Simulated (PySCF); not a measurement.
C2BrCl3, SMILES ClC(Cl)=C(Cl)Br.

Geometry optimised at B3LYP-D3(BJ)/def2-SVP.

Two levels are set side by side: TDDFT-PBE/def2-SVPD (PySCF) and TDDFT-CAM-B3LYP/def2-SVPD (PySCF). Vertical, same geometry. The lowest singlet is HOMO→LUMO 99 % with PBE and HOMO→LUMO+1 89 % with the other functional; states are paired by order. Differences are taken from unrounded values.

| quantity | TDDFT-CAM-B3LYP |
|---|---|
| lowest singlet excitation (eV) | 4.95 |
| lowest triplet excitation (TDA) (eV) | 3.50 |
| first bright state (f over 0.05) (eV) | 5.86 |
| its oscillator strength | 0.39 |

Question: What does TDDFT-PBE give, and how far is it from TDDFT-CAM-B3LYP? (The exact figures need the calculation; the answer reports its results.)

Answer: 
| quantity | TDDFT-PBE | TDDFT-PBE minus TDDFT-CAM-B3LYP |
|---|---|---|
| lowest singlet excitation (eV) | 4.24 | -0.71 |
| lowest triplet excitation (TDA) (eV) | 3.50 | 0.00 |
| first bright state (f over 0.05) (eV) | 5.28 | -0.58 |
| its oscillator strength | 0.05 | -0.34 |

A lower first singlet is the usual sign of a functional without exact exchange. Differences between two approximate levels are no errors against the true value.

Rough cost on one machine, each run with all the roots and properties that it gave: TDDFT-CAM-B3LYP against TDDFT-PBE about 8 times.
